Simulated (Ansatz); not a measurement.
Ansatz results at the PBE0-D4/def2-TZVP geometry: size of the dipole moment (B3LYP/def2-TZVPP) 1.94 D; HOMO energy (PBE/def2-TZVPP) -4.68 eV; HOMO–LUMO gap (B3LYP/def2-TZVPP) 5.32 eV.

Each molecule was computed in one conformer, which needn't be the lowest.

Task: Which molecule gave them?
A. `CN(C)C`
B. `CCNc1ccccc1`
C. `[GeH3][NH][GeH3]`
D. `C[SiH2]N[SiH2]Cl`

Result: B. The others give `[GeH3][NH][GeH3]`: 0.65, -5.76, 6.67; `C[SiH2]N[SiH2]Cl`: 1.78, -6.52, 7.59; `CN(C)C`: 0.47, -4.79, 6.81.

B3LYP here is the variant with VWN-RPA as its local correlation; programs differ in this.
